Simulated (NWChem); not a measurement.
All runs are NWChem calculations. System: CHCl2, charge 0, spin multiplicity 2, at a geometry optimised with UPBE0/def2-SVP. The structure started from a generated list of species. Its SCF solution wasn't tested for a lower state. Level: UMP2/def2-SVP, 11 core orbitals frozen.

Output (cleaned and shortened):

```
             Northwest Computational Chemistry Package (NWChem) 7.3.0
             --------------------------------------------------------

                                NWChem Input Module
                                -------------------

 Scaling coordinates for geometry "geometry" by  1.889725989
 (inverse scale =  0.529177249)

 Turning off AUTOSYM since
 SYMMETRY directive was detected!

                             Geometry "geometry" -> ""
                             -------------------------

 Output coordinates in angstroms (scale by  1.889725989 to convert to a.u.)

  No.       Tag          Charge          X              Y              Z
 ---- ---------------- ---------- -------------- -------------- --------------
    1 Cl                  17.0000     0.16907200    -0.02389400     1.47029300
    2 C                    6.0000    -0.66866800     0.14847700     0.00000000
    3 Cl                  17.0000     0.16907200    -0.02389400    -1.47029300
    4 H                    1.0000    -1.73642300    -0.07846000     0.00000000

 Effective nuclear repulsion energy (a.u.)     125.8548506201

            Nuclear Dipole moment (a.u.)
            ----------------------------
        X                 Y               Z
 ---------------- ---------------- ----------------
     0.0000321253     0.0000113384     0.0000000000

      Symmetry information
      --------------------

 Group name             Cs
 Group number              2
 Group order               2
 No. of unique centers     3

      Symmetry unique atoms

     1    2    4


 Summary of "ao basis" -> "" (spherical)
 ------------------------------------------------------------------------------
       Tag                 Description            Shells   Functions and Types
 ---------------- ------------------------------  ------  ---------------------
 *                          def2-svp                  on all atoms

 Summary of "ao basis" -> "ao basis" (spherical)
 ------------------------------------------------------------------------------
       Tag                 Description            Shells   Functions and Types
 ---------------- ------------------------------  ------  ---------------------
 Cl                         def2-svp                 8       18   4s3p1d
 C                          def2-svp                 6       14   3s2p1d
 H                          def2-svp                 3        5   2s1p

                                 NWChem SCF Module
                                 -----------------

  ao basis        = "ao basis"
  functions       =    55
  atoms           =     4
  alpha electrons =    21
  beta  electrons =    20
  charge          =   0.00
  wavefunction    = UHF
  use symmetry    = T
  symmetry adapt  = T

 Summary of "ao basis" -> "ao basis" (spherical)
 ------------------------------------------------------------------------------
       Tag                 Description            Shells   Functions and Types
 ---------------- ------------------------------  ------  ---------------------
 Cl                         def2-svp                 8       18   4s3p1d
 C                          def2-svp                 6       14   3s2p1d
 H                          def2-svp                 3        5   2s1p

      Symmetry analysis of basis
      --------------------------

        a'         32
        a"         23

 Forming initial guess at       0.0s

   Symmetry analysis of molecular orbitals - initial alpha
   -------------------------------------------------------

  Numbering of irreducible representations:

     1 a'          2 a"

  Orbital symmetries:

     1 a"          2 a'          3 a'          4 a"          5 a'
     6 a"          7 a'          8 a'          9 a"         10 a"
    11 a'         12 a'         13 a"         14 a'         15 a'
    16 a"         17 a'         18 a"         19 a'         20 a"
    21 a'         22 a'         23 a"         24 a'         25 a'
    26 a"         27 a'         28 a'         29 a"         30 a'
    31 a'

   Symmetry analysis of molecular orbitals - initial beta
   ------------------------------------------------------

  Numbering of irreducible representations:

     1 a'          2 a"
[...]
    52      1.341613  4 H  s                 25      1.296459  2 C  px
    13      0.732541  1 Cl pz                45     -0.732541  3 Cl pz
     4     -0.606027  1 Cl s                 36     -0.606027  3 Cl s
    22      0.401533  2 C  px                20      0.321898  2 C  s
    21      0.233237  2 C  s                  3     -0.164419  1 Cl s

 center of mass
 --------------
 x =   0.04671555 y =   0.00071899 z =   0.00000000

 moments of inertia (a.u.)
 ------------------
         541.013721707946           4.775908985679           0.000000000000
           4.775908985679         576.874344142322           0.000000000000
           0.000000000000           0.000000000000          38.079440587916

  Mulliken analysis of the total density
  --------------------------------------

    Atom       Charge   Shell Charges
 -----------   ------   -------------------------------------------------------
    1 Cl  17    17.12   2.00  1.99  1.21  0.75  5.94  2.10  3.08  0.05
    2 C    6     5.89   1.99  0.92  0.23  1.91  0.78  0.06
    3 Cl  17    17.12   2.00  1.99  1.21  0.75  5.94  2.10  3.08  0.05
    4 H    1     0.87   0.73  0.11  0.03

  Mulliken analysis of the alpha density
  --------------------------------------

    Atom       Charge   Shell Charges
 -----------   ------   -------------------------------------------------------
    1 Cl  17     8.56   1.00  1.00  0.61  0.37  2.97  1.06  1.53  0.03
    2 C    6     3.49   1.00  0.51  0.16  1.27  0.53  0.03
    3 Cl  17     8.56   1.00  1.00  0.61  0.37  2.97  1.06  1.53  0.03
    4 H    1     0.40   0.34  0.04  0.02

   Mulliken analysis of the beta density
   -------------------------------------

    Atom       Charge   Shell Charges
 -----------   ------   -------------------------------------------------------
    1 Cl  17     8.56   1.00  1.00  0.60  0.38  2.97  1.04  1.55  0.02
    2 C    6     2.40   1.00  0.41  0.08  0.63  0.25  0.03
    3 Cl  17     8.56   1.00  1.00  0.60  0.38  2.97  1.04  1.55  0.02
    4 H    1     0.48   0.39  0.08  0.01

   Mulliken analysis of the spin density
   -------------------------------------

    Atom       Charge   Shell Charges
 -----------   ------   -------------------------------------------------------
    1 Cl  17    -0.00   0.00  0.00  0.00 -0.00  0.00  0.02 -0.02  0.01
    2 C    6     1.08   0.00  0.09  0.08  0.64  0.27 -0.00
    3 Cl  17    -0.00   0.00  0.00  0.00 -0.00  0.00  0.02 -0.02  0.01
    4 H    1    -0.08  -0.05 -0.04  0.01

       Multipole analysis of the density wrt the origin
       ------------------------------------------------

     L   x y z        total         alpha         beta         nuclear
     -   - - -        -----         -----         ----         -------
     0   0 0 0     -0.000000    -21.000000    -20.000000     41.000000

     1   1 0 0     -0.464343      0.296163     -0.760538      0.000032
     1   0 1 0     -0.070668     -0.317315      0.246636      0.000011
     1   0 0 1      0.000000      0.000000      0.000000      0.000000

     2   2 0 0    -21.439349    -23.563943    -21.693576     23.818170
     2   1 1 0      0.169088      1.583647      0.716669     -2.131228
     2   1 0 1     -0.000000     -0.000000      0.000000      0.000000
     2   0 2 0    -23.481793    -13.098755    -10.946695      0.563656
     2   0 1 1      0.000000      0.000000      0.000000      0.000000
     2   0 0 2    -23.626699   -143.944248   -142.155289    262.472838

                   NWChem MP2 Semi-direct Energy/Gradient Module
                   ---------------------------------------------

  Basis functions       =     55
  Molecular orbitals    =     55
  Frozen core           =     11
  Frozen virtuals       =      0
  Active alpha occupied =     10
  Active beta occupied  =      9
  Active alpha virtual  =     34
  Active beta virtual   =     35
  Use MO symmetry       = T
  Use skeleton AO sym   = T

  AO/Fock/Back tols     =   1.0D-09  1.0D-09  1.0D-09

 GA uses MA = F    GA memory limited = T

 Available:
  local mem=  1.26D+08
 global mem=  1.44D+08
 local disk=  0.00D+00
  mp2_memr nvloc                    34
  nvloc new                    34
   1 passes of  10:        3145728                      14841                   1747335.
   1 passes of  10: M    126154031           G      144173150           F     123008303.

 Semi-direct pass number   1 of   1  for UHF alpha       at        0.6s
  vrange nnbf                  1507
  mp2_eaftype                    10  avail_ma_in_mb                  1099
 EAF : mp2_eaftype filesize          10     873667.
  mp2_eaf for mointskh                     10
Node 0 wrote      4.1 Mb in      0.0 s     Agg I/O rate:  2009.6 Mb/s
 Done moints_semi at        1.2s
  mp2_eaftype                    10  avail_ma_in_mb                  1089
 EAF : mp2_eaftype filesize          10     873667.
  mp2_eaf for kh                    10
 Done maket at        1.2s
 Done multipass loop at        1.2s

 GA uses MA = F    GA memory limited = T

 Available:
  local mem=  1.26D+08
 global mem=  1.44D+08
 local disk=  0.00D+00
  mp2_memr nvloc                    35
  nvloc new                    35
   1 passes of   9:        3145728                      14203                   1619240.
   1 passes of   9: M    126154031           G      144173150           F     123008303.

 Semi-direct pass number   1 of   1  for UHF beta        at        1.2s
  vrange nnbf                  1507
  mp2_eaftype                    10  avail_ma_in_mb                  1099
 EAF : mp2_eaftype filesize          10     809620.
  mp2_eaf for mointskh                     10
Node 0 wrote      3.8 Mb in      0.0 s     Agg I/O rate:  1703.2 Mb/s
 Done moints_semi at        1.8s
  mp2_eaftype                    10  avail_ma_in_mb                  1089
 EAF : mp2_eaftype filesize          10     809620.
  mp2_eaf for kh                    10
 Done maket at        1.8s
 Done multipass loop at        1.8s

          -------------------------------------------
          SCF energy                -957.069343139961
          Correlation energy          -0.382706522830
          Singlet pairs                0.000000000000
          Triplet pairs                0.000000000000
          Total MP2 energy          -957.452049662791
          -------------------------------------------

          ---------------------------------------------------
                    Spin Component Scaled (SCS) MP2
          Same spin pairs                     -0.101467523053
          Same spin scaling factor             0.333333333333
          Opposite spin pairs                 -0.281238999777
          Opposite spin scaling fact.          1.200000000000
          SCS-MP2 correlation energy          -0.371309307416
          Total SCS-MP2 energy              -957.440652447377
          ---------------------------------------------------

 -----------------------
 Performance information
 -----------------------

 Timer overhead =  1.70D-07 seconds/call

               Nr. of calls         CPU time (s)                 Wall time (s)                GFlops
             ---------------    -------------------     ------------------------------   -------------------
Name         Min   Avg   Max    Min     Avg     Max     Min     Avg     Max   Mx/calls   Min     Max     Sum
mp2: moin     2     2     2    1.1     1.1     1.1      1.1     1.1     1.1    0.56      0.0     0.0     0.0
mp2: make     2     2     2   6.80E-2 6.80E-2 6.80E-2  6.80E-2 6.80E-2 6.80E-2 3.40E-2   0.0     0.0     0.0
mp2: tota     1     1     1    1.2     1.2     1.2      1.2     1.2     1.2     1.2      0.0     0.0     0.0

 The average no. of pstat calls per process was 5.00D+00
 with a timing overhead of 8.50D-07s

 Task  times  cpu:        1.8s     wall:        1.8s

 Total times  cpu:        1.8s     wall:        1.8s
```

Problem. Write an NWChem input that would produce this output.

Solution. Several could match; the one computed here: 
```
start mol
memory heap 200 mb stack 900 mb global 1100 mb
geometry units angstroms nocenter noautoz
  Cl     0.169072    -0.023894     1.470293
  C     -0.668668     0.148477     0.000000
  Cl     0.169072    -0.023894    -1.470293
  H     -1.736423    -0.078460     0.000000
  symmetry group Cs
end
basis spherical
  * library def2-svp
end
scf
  uhf
  nopen 1
  maxiter 100
  thresh 1e-7
  semidirect memsize 60000000 filesize 0
  # guess.movecs holds the orbitals of an unrestricted PBE0 run
  vectors input guess.movecs output mol.movecs
end
mp2
  freeze core 11
end
task mp2 energy
```
